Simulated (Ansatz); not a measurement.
Calculated with Ansatz (gas phase, PBE0-D4/def2-TZVP geometries, no zero-point term in ΔE). CCSD(T)/CBS is the MP2 limit (def2-TZVPP, def2-QZVPP) plus CCSD(T) − MP2 in def2-TZVPP, frozen cores. This one scheme is used for every species. DFT in def2-TZVPP. One conformer a species, not always the lowest.

Reaction (substitution at a C–C bond): `C=CCF` + `O=CN[SiH3]` → `C=CN([SiH3])C=O` + `CF`

```json
{"species": "`C=CCF`", "r2SCAN-D4 energy (Eh)": "-217.11078"}
{"species": "`O=CN[SiH3]`", "r2SCAN-D4 energy (Eh)": "-460.57376"}
{"species": "`C=CN([SiH3])C=O`", "r2SCAN-D4 energy (Eh)": "-537.94426"}
{"species": "`CF`", "r2SCAN-D4 energy (Eh)": "-139.73237"}
```

Problem. Work out ΔE.

Solution. ΔE = (-537.94426) + (-139.73237) − (-217.11078) − (-460.57376) = 0.00791 Eh = +20.8 kJ/mol. CCSD(T)/CBS gives +22.1 kJ/mol.

Largest T1 diagnostic among the species: 0.015.

In def2-TZVPP, CCSD(T) changes the Hartree–Fock value by −13.8 kJ/mol (the triples alone add −3.6 kJ/mol) and MP2 by −17.1 kJ/mol. The D4 term adds −8.1 kJ/mol with B3LYP and −4.7 kJ/mol with PBE0; it sums over pairs of atoms, weighted by their polarisabilities, and B3LYP, whose exchange is more repulsive, gets the larger term.

B3LYP here is the variant with VWN-RPA as its local correlation; programs differ in this.
